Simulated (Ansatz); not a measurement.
Basis sets compared for Re₂Te₃. Charge 0, multiplicity 1. Geometry PBE-D4/def2-SVP. Ansatz on 4 threads of Arm Neoverse V1 on a shared host; times are rough, and most runs start from earlier orbitals.

Cartesian coordinates in Å:
```
Re -0.081 1.218 0.511
Re 1.126 -0.151 -0.679
Te -1.340 -0.385 2.003
Te -0.130 1.707 -2.097
Te 0.425 -2.389 0.262
```

In the def2 sets Re, Te take a core potential; there is no spin–orbit coupling. The restricted singlet is unstable towards broken spin symmetry in Hartree–Fock (as tested in another run); at PBE-D4/def2-SVP, PBE-D4/def2-TZVP, PBE0-D4/def2-SVP, PBE0-D4/def2-TZVP this wasn't settled. No other spin state of charge 0 was run. The structure comes from a short search, and lower isomers may exist.

Binding counts from free atoms (Re sextet, Te triplet) in the same basis, without a counterpoise term.

```csv
level,functions,energy (Eh),HOMO (eV),LUMO (eV),binding per atom (eV),wall time
PBE-D4/def2-SVP,142,-960.8434,-5.03,-4.44,3.01,3.1 s
PBE0-D4/def2-SVP,142,-960.7192,-5.93,-3.98,2.38,5.5 s
```

(1) Estimate the rows for PBE-D4/def2-TZVP (with forces), PBE0-D4/def2-TZVP.

Results:

(1) 
| level | functions | energy (Eh) | HOMO (eV) | LUMO (eV) | binding per atom (eV) | wall time |
| --- | --- | --- | --- | --- | --- | --- |
| PBE-D4/def2-TZVP (with forces) | 230 | -960.9051 | -5.00 | -4.40 | 3.13 | 6 s |
| PBE0-D4/def2-TZVP | 230 | -960.7826 | -5.87 | -3.90 | 2.53 | 14 s |
